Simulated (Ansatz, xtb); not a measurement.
**Relative energy of two isomers of C5H7F3S**

Structure a: `C[C@@H]1S[C@@H]1CC(F)(F)F`, a singlet. Structure b: `FC(F)(F)[C@@H]1CCSC1`, a singlet. Both are isolated molecules in the gas phase, relaxed with PBE0-D3(BJ)/def2-SVP; each stands in its lowest conformer found.

Problem. Estimate E(b) − E(a) at the level CCSD(T)/def2-SVP + ΔMP2/def2-TZVPP.

Solution. Calculated at CCSD(T)/def2-SVP + ΔMP2/def2-TZVPP: E(b) − E(a) = −0.548 eV, so structure b lies lower.

Level by level:

| level | geometry | E(b) − E(a) (eV) | departure from the last row (eV) | job, with rough time for the two |
| --- | --- | --- | --- | --- |
| GFN2-xTB | GFN2-xTB | −0.572 | −0.024 | optimisation, 0.17 s |
| HF/STO-3G | GFN2-xTB | −1.510 | −0.962 | single point, 0.6 s |
| r2SCAN-D4/def2-SVP | GFN2-xTB | −0.502 | +0.046 | single point, 5.8 s |
| PBE0-D3(BJ)/def2-SVP | PBE0-D3(BJ)/def2-SVP | −0.536 | +0.012 | optimisation, 45 s |
| HF/def2-SVP | PBE0-D3(BJ)/def2-SVP | −0.549 | −0.001 | part of the CCSD(T) run |
| MP2/def2-SVP | PBE0-D3(BJ)/def2-SVP | −0.495 | +0.053 | part of the CCSD(T) run |
| CCSD(T)/def2-SVP | PBE0-D3(BJ)/def2-SVP | −0.537 | +0.011 | single point |
| CCSD(T)/def2-SVP + ΔMP2/def2-TZVPP | PBE0-D3(BJ)/def2-SVP | −0.548 |  | single point, 3.9 min |

As drawn, both hold the same kinds of bond in the same numbers. Structure a has 1 methyl group, b 0. Structure a has a 3-membered ring, b a 5-membered ring.

The levels shown agree on the order. The largest departure from CCSD(T)/def2-SVP + ΔMP2/def2-TZVPP is that of HF/STO-3G, 0.962 eV. The last row adds to CCSD(T) the change of the MP2 difference between the two basis sets, here −0.011 eV.

With thermal terms from frequencies at re-optimised GFN2-xTB minima (ideal gas, soft modes damped towards free rotors, one conformer each, 298.15 K, 1 atm): on the last row, ΔE + ΔZPE = −0.500, ΔH = −0.521, ΔG = −0.481 eV.

The correlated steps freeze 13 core orbitals. Programs: Ansatz 0.2.0, xtb 6.7.1; the last row on 4 threads of Arm Neoverse V1 on a shared host.
